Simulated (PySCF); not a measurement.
## Ionisation energy of Al⁺ by level of theory

Al⁺ [Ne] 3s2 (1S) → Al²⁺ [Ne] 3s1 (2S), as a difference of total energies. Computed with PySCF 2.14 in cc-pV(D+d)Z, with the non-relativistic Hamiltonian (point nucleus). Correlated levels: valence: [Ne] frozen. The calculations carry no spin-orbit coupling.

| method | ionisation energy (eV) | error (eV) |
| --- | --- | --- |
| UHF | 17.544 | -1.285 |
| MN15 | 18.644 | -0.185 |
| MP2 (valence) | 18.233 | -0.596 |
| SCS-MP2 (valence) | 18.371 | -0.458 |
| CCSD (valence) | 18.596 | -0.233 |

Reference: 18.829 eV (measured; NIST Atomic Spectra Database, ionization energies).

Errors of the correlated levels include the incompleteness of this basis and the frozen core.

With two correlated electrons CCSD is exact in that space.
